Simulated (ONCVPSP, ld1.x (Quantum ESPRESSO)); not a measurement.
Hardness and transferability of assorted potentials

Generated with ld1.x 7.5 (TM, RRKJ, ultrasoft, PAW), atompaw 4.2 or ONCVPSP 4.0.1. The cutoff is in Ry: for ld1.x and atompaw files where the sum of valence levels is converged to 10 mRy in a Bessel basis, for ONCV files where the hardest occupied wave has 1 mHa per electron of residual kinetic energy. The error is the largest all-electron minus pseudo excitation energy over each file’s own four to seven test configurations (ionisations up to +4, promotions, holes and added fractions of an electron), all of which were solved. The labels leave out finer settings (local radius, basis sizes, second energies), which also bear on the numbers. Spin-polarised tests are not counted. The rows are a selection from randomly drawn settings: files with unsolved tests, undetermined cutoffs or missed reference levels are left out.

A true bound ghost makes a file unfit for plane-wave use even where its test errors are small: the radial tests pick states by their node count and pass the ghost by.

| element | potential | cutoff (Ry) | largest error (meV) | bound ghosts |
| --- | --- | --- | --- | --- |
| Cr | RRKJ, BP86, scalar-relativistic, rc 2.10/1.15/1.40 (spd), local p, core correction yes, reference 3p6 3d4 4s0 4p0 | 90 | -107 | s |
| Co | ONCV, PBEsol, scalar-relativistic, rc 1.10/1.00/1.30 (spd), local smoothed, core correction yes, reference 3s2 3p6 3d7.5 4s1.5, qcut 11.1/11.6/12, projectors 3/1/3 | 114 | +3.2 | none |

(1) Fill in the row for Ba: ONCV, LDA (Perdew-Zunger), scalar-relativistic, rc 2.50/2.35/2.35 (spd), local d, core correction yes, reference 5s2 5p6 6s2, qcut 5.4/5.2/3.9, projectors 3/1/0.

(2) Fill in the row for Tl: TM, LDA (PZ), fully relativistic, rc 1.65/2.70 (sp), local s, core correction no, reference 6s1.75 6p1.25.

(3) Fill in the row for Hg: TM, PBE, fully relativistic, rc 2.05/1.45/2.10 (spd), local s, core correction yes, reference 5p6 5d10 6s2 6p0.

## Answers

(1) cutoff 22 Ry, largest error +98 meV, bound ghosts: none.

(2) cutoff 30 Ry, largest error +150 meV, bound ghosts: none.

(3) cutoff 70 Ry, largest error -858 meV, bound ghosts: none.
